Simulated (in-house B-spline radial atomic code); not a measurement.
Configurations of Dy+, with energies counted from [Xe] 4f10 6s1. Computed with a B-spline radial code for spherical atoms: Dirac-Hartree-Fock, average of configuration, Fermi nucleus of rms radius 5.2218 fm. Energies include first-order Breit, QED and recoil terms.

Occupations are held fixed; configurations that lie above the ionisation limit could autoionise.

| configuration | E - E(ref) (eV) | highest orbital | its <r> (bohr) |
| --- | --- | --- | --- |
| [Xe] 4f10 6p1 | 3.0358 | 6p3/2 | 5.106 |
| [Xe] 4f10 5g1 | 8.5874 | 5g7/2 | 13.75 |
| [Xe] 4f10 8d1 | 9.0308 | 8d5/2 | 22.18 |
| [Xe] 4f10 10p1 | 9.5588 | 10p3/2 | 33.62 |
| [Xe] 4f9 6s1 8p1 | 10.132 | 8p3/2 | 15.71 |
| [Xe] 4f10 10g1 | 10.22 | 10g7/2 | 69.99 |
| [Xe] 4f9 6s1 9p1 | 10.975 | 9p3/2 | 23.44 |
| [Xe] 4f9 6s1 7g1 | 11.59 | 7g7/2 | 31.69 |

Problem. Order these further configurations by energy, lowest first.
A. [Kr] 4d9 4f10 5s2 5p6 6s1 7p1
B. [Kr] 4d9 4f10 5s2 5p6 6s1 9p1
C. [Xe] 4f9 6s1 6g1
D. [Xe] 4f10 9s1
E. [Kr] 4d9 4f10 5s2 5p6 6s1 10p1

Solution. D (8.8291 eV), C (11.188 eV), A (168.74 eV), B (171.27 eV), E (171.76 eV).

Problem. How far above the reference does [Kr] 4d10 4f10 5s2 5p5 6s1 9g1 lie?

Solution. 35.761 eV; its least bound orbital is 9g7/2 with <r> = 55.66 bohr.

Problem. How far above the reference does [Kr] 4d9 4f10 5s2 5p6 6s1 6g1 lie?

Solution. 171.49 eV; its least bound orbital is 6g7/2 with <r> = 21.95 bohr.

Problem. How far above the reference does [Xe] 4f9 6s1 7p1 lie?

Solution. 8.4502 eV; its least bound orbital is 7p3/2 with <r> = 9.466 bohr.
